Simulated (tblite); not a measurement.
Species: C6H11NO2Si.
Atom-mapped SMILES: `[CH3:1][CH:2]([CH3:3])[O:4][C@@:5]([SiH3:6])([C:7]#[N:8])[CH:9]=[O:10]` (hydrogens: H11, H12, H13 on C1; H14 on C2; H15, H16, H17 on C3; H18, H19, H20 on Si6; H21 on C9)

Cartesian coordinates in Å at the GFN2-xTB level; atoms count from 1:
```xyz
21
C6H11NO2Si angstrom
C     -2.097    0.822   -0.876
C     -1.189   -0.204   -0.205
C     -1.885   -0.873    0.978
O     -0.016    0.490    0.238
C      1.226   -0.158    0.062
Si     2.288    1.047    1.176
C      1.305   -1.480    0.607
N      1.347   -2.537    1.045
C      1.742   -0.088   -1.330
O      2.731   -0.631   -1.744
H     -2.364    1.597   -0.162
H     -3.002    0.339   -1.234
H     -1.589    1.286   -1.718
H     -0.893   -0.970   -0.937
H     -1.231   -1.608    1.441
H     -2.789   -1.373    0.641
H     -2.149   -0.122    1.719
H      3.686    0.635    1.099
H      2.036    2.363    0.602
H      1.701    0.893    2.502
H      1.133    0.588   -1.964
```

Computed with GFN2-xTB (tblite): harmonic, unscaled wavenumbers at the GFN2-xTB geometry, gas phase. The method is semi-empirical: single wavenumbers can be off by several per cent or more. Modes of hydrogen on silicon can be 10 to 20 % off. One conformer, not necessarily the lowest.

Harmonic wavenumbers (cm⁻¹): 30.0, 59.2, 82.9, 104.2, 118.0, 131.4, 141.8, 171.5, 197.2, 209.6, 248.3, 294.2, 349.6, 398.3, 435.1, 446.1, 510.3, 545.9, 558.5, 647.0, 705.6, 736.6, 748.0, 766.4, 816.9, 874.0, 939.4, 947.4, 955.7, 967.9, 1113.3, 1131.4, 1144.1, 1156.8, 1181.8, 1310.9, 1324.0, 1356.9, 1395.6, 1408.0, 1474.4, 1484.1, 1486.4, 1497.1, 1757.3, 2323.0, 2330.5, 2332.6, 2377.2, 2748.3, 2873.5, 3037.0, 3041.9, 3045.2, 3047.8, 3049.6, 3051.5.

A = 1409, B = 812.6, C = 780.1 MHz; mass 157.056 u (most abundant isotopes); point group C1, symmetry number 1.

Problem. Zero-point energy?

Solution. ½Σν̃ = 33809 cm⁻¹ = 96.66 kcal/mol.

Problem. Entropy at 350 K, 1 bar (ideal gas, RRHO, classical rotation)?

Solution. Translation 41.89, rotation 30.74, vibration 51.32: S = 123.9 cal/(mol K).

Problem. And Cp and H(350 K) − H(0)?

Solution. Cp = 54.38 cal/(mol K), of which vibrations give 46.43 (their classical limit is 57 R = 113.3); H(350 K) − H(0) = 11.75 kcal/mol without the zero-point energy, 8.97 from vibrations.

Problem. What must be added to the electronic energy to get the Gibbs energy at 350 K and 1 bar?

Solution. ZPE + [H(350 K) − H(0)] − T·S = 96.66 + 11.75 − 43.38 = 65.03 kcal/mol.

Problem. Blend soft modes into free rotors: weight 1/[1 + (100 cm⁻¹/ν̃)⁴] for the oscillator and the rest for a rotor with moment μB/(μ + B), μ = h/(8π²ν), B = 10⁻⁴⁴ kg m². What vibrational entropy results?

Solution. 46.88 cal/(mol K) in place of 51.32, which changes −T·S at 350 K by +1.55 kcal/mol.

Hindered rotation and anharmonicity are outside this model. Other conformers, if any are populated, would add a mixing term that is left out. The structure is chiral; the term R ln 2 for an equal mix with its mirror image is left out.

The run took 1.1 s of wall time on one thread of an Arm Neoverse V1, no GPU, on a shared host. The figure is for the frequency step alone.
